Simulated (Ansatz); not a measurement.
H2Cl2GeS2, singlet, geometry from GFN2-xTB, with bond 7-3 at 2.4 times its length; SC-NEVPT2/STO-3G, CASSCF(4,5) in Ansatz (a program for electronic structure).

The Ansatz input:
Ansatz 0.2 input:
```yaml
crystal:
  periodic: [false, false, false]
  atoms:
    - {symbol: S, position_ang: [0.18190233, 1.76316771, -1.37902061]}
    - {symbol: Ge, position_ang: [-0.02153826, -0.01041017, 0.00626048]}
    - {symbol: S, position_ang: [1.99538093, -0.71081349, 0.74615400]}
    - {symbol: Cl, position_ang: [-1.01459715, -1.56105453, -1.06734915]}
    - {symbol: Cl, position_ang: [-1.19898880, 0.49115400, 1.71076779]}
    - {symbol: H, position_ang: [0.96486060, 2.43073875, -0.53732122]}
    - {symbol: H, position_ang: [3.25156918, -0.79759382, -2.18525251]}
basis:
  gaussian:
    orbitals: STO-3G
magnetization: {spin_polarized: false}
correlation: {method: sc_nevpt2, electrons: all, active_space: {window: {electrons: 4, orbitals: 5}}}
```

### Question
Write the output that Ansatz gives for this input, abridged.

### Answer

```
Functional definition: HF
591 factors; integrals over basis functions are off by at most 2.2e-5 eV
mean field evaluation 1: about -101988.8308 eV, gradient 2.9e1 eV
mean field evaluation 2: about -101988.8676 eV, gradient 2.9e1 eV
mean field evaluation 4: about -101994.0271 eV, gradient 1.3e1 eV
mean field evaluation 8: about -101995.3421 eV, gradient 1.3e-3 eV
mean field evaluation 16: about -101995.3389 eV, gradient 4.1e-1 eV
mean field evaluation 32: about -101995.3171 eV, gradient 3.5e-1 eV
mean field -101995.34017369 eV, -3748.2596164586 hartree, gradient 7.5e-6 eV, S^2 0.000000; 4 other end points of the search recorded, 0 dependent functions left out; unrestricted orbitals would lower it
reference -101995.34017369 eV, -3748.2596164586 hartree; 50, 50 occupied and 6, 6 virtual orbitals, 591 factors
state -102001.54256570 eV, -3748.4875501605 hartree
state -102001.54256570 eV, -3748.4875501605 hartree; corrected -102003.14714363 eV, -3748.5465173121 hartree
Total energy: -102003.14714363 eV, -3748.5465173121 hartree
```
